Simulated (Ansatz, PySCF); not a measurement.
Process, species as SMILES: [AsH2] (AsH2) -> [AsH2-] (an electron is taken up)
Each molecule is optimised on its own at B3LYP-D3(BJ)/def2-TZVP (Ansatz, an electronic-structure program).
Geometry of the first species:
SMILES: [AsH2]
```xyz
3

As    -0.0239    -0.0491    -0.0281
H     -0.0021     1.4525    -0.3209
H      0.7904     0.1673     1.2490
```
Charge 0, spin multiplicity 2.

Quantity: adiabatic electron affinity (electronic energy difference), positive where the reaction releases energy, in eV. Correlated levels leave the core frozen unless marked. UHF or UKS for open shells. Spin-orbit coupling is left out. Frozen are the shells of the preceding noble gas and the d and f shells that filled before the atom's block. No relativistic terms. Anions need diffuse functions: aug- sets have them; def2-D sets add few; the other sets have none. CBS(X,Y): correlation extrapolated as X^-3; Hartree-Fock from the larger set.

CCSD(T)/CBS(aug-cc-pVTZ,aug-cc-pVQZ) (Ansatz) gives 1.29 eV.

Question: Another calculation gave 0.94 eV. Which level was it?
(A) HF/def2-TZVPD (PySCF)
(B) SVWN5/def2-TZVPD (Ansatz)
(C) M06-2X/def2-TZVPD (PySCF)

Answer: C, M06-2X/def2-TZVPD (PySCF). The others give 1.23 (SVWN5), -0.05 (HF) eV.
